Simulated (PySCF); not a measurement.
A run for PySCF: R-HF/3-21G on H4Se2Si (SMILES [SiH3][Se][SeH]), a point of a torsion scan.

```python
from pyscf import gto, scf, dft, mp
from pyscf.data.elements import chemcore

mol = gto.M(
    atom='''
    Si   -1.01507198   -0.16071735    0.04176516
    Se    0.39960251    1.62074512   -0.29975385
    Se    2.45789400    0.60740251    0.11933161
    H    -0.60354583   -1.22376571   -0.87720493
    H    -2.31810613    0.39993547   -0.27701268
    H    -0.89547631   -0.61330506    1.42494334
    H     2.08228182   -0.72607928   -0.32543559
    ''',
    basis='3-21g',
    charge=0, spin=0, verbose=3, max_memory=1800)
mf = scf.RHF(mol)
mf.conv_tol = 1e-8
mf.max_cycle = 100
mf.kernel()
if not mf.converged:
    mf = mf.newton().run(mf.mo_coeff, mf.mo_occ)
```

The log:

```
converged SCF energy = -5066.65167687859
```

The run converged.

Cost: roughly 0.9 core-seconds.
